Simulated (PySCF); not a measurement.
# Pt (platinum, neutral) across methods

[Xe] 4f14 5d8 6s1 7s1, high-spin 5F determinant (an excited configuration). Computed with PySCF 2.14 in aug-cc-pVTZ-PP with one added diffuse shell each of s, p, d, f, g type with ECP60MDF (7s7p6d4f3g, 113 functions), with a scalar-relativistic core potential.

```csv
method,E (hartree),mean ε 5d β (eV),mean ε 6s α (eV),mean ε 7s α (eV),Σ⟨r²⟩ (bohr²),⟨S²⟩
TPSSh,-119.0824,-12.709,-11.126,-1.776,116.0,6.001
PBE,-119.1463,-12.016,-10.869,-1.727,114.7,6.001
r2SCAN,-119.1622,-12.266,-11.166,-1.669,115.2,6.002
UHF,-118.31844,-17.687,-13.504,-2.462,125.6,6.004
M06,-119.0981,-13.761,-11.401,-1.835,120.4,6.002
PBEsol,-118.9820,-11.973,-10.954,-1.705,114.6,6.001
LDA,-118.9005,-12.113,-11.155,-1.711,113.5,6.000
```

Q: Estimate the same row for PBE0.

A: E (hartree) = -119.1101; mean ε 5d β (eV) = -13.649; mean ε 6s α (eV) = -11.691; mean ε 7s α (eV) = -1.979; Σ⟨r²⟩ (bohr²) = 116.1; ⟨S²⟩ = 6.001.

Energies and moments cover only the electrons outside the core potential. Spin-orbit coupling, absent here, splits the open shell strongly. The outer electron is Rydberg-like, and this basis confines it to a smaller radius and binds it less than a complete one would.
